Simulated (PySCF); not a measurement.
Vertical excitations of a molecule C3H6OSi from TDA-PBE/def2-SVPD in PySCF, as energy in eV (oscillator strength): 2.49 (0.001), 5.21 (0.004), 5.32 (0.016), 5.47 (0.201), 5.51 (0.004), 5.54 (0.116), 5.97 (0.115), 6.08 (0.000), 6.17 (0.084), 6.46 (0.000). Lowest triplet (TDA): 2.00 eV. The structure is a stationary point at ωB97X-D3(BJ)/def2-SVP. One conformer was computed; it need not be the lowest.

### Question
Which molecule gave these data?
A) C=C=CO[SiH3]
B) C=CC(=O)[SiH3]
C) C1=C[SiH2]CO1
D) CC1=CO[SiH2]1

### Answer
B, C=CC(=O)[SiH3]
